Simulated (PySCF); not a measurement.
W(O)(NH)(F)(Cl) (ClFHNOW), SMILES [W](=[NH])([F])(=[O])[Cl], multiplicity 1.

Geometry optimised at PBE-D3(BJ)/def2-SVP. The spin state was assumed, not searched. The structure was generated by enumeration; whether it is a known compound was not checked. The def2 effective core potentials stand for the cores of W; spin–orbit coupling is left out.

Method: PBE0/def2-TZVP run with PySCF.

Isolated molecule, no solvent.

| Property | Value |
|---|---|
| total energy | -757.62601 hartree |
| highest occupied level | -8.82 eV |
| lowest empty level | -2.63 eV |
| orbital gap | 6.19 eV |
| dipole moment | 1.50 D |
| quadrupole, principal values (traceless, Buckingham form, about the centre of nuclear charge) | -6.62, -3.60, 10.22 D·Å |
| mean static polarisability | 58.4 bohr³ (8.65 Å³) |
| polarisability, principal values | 48.6, 57.9, 68.7 bohr³ |
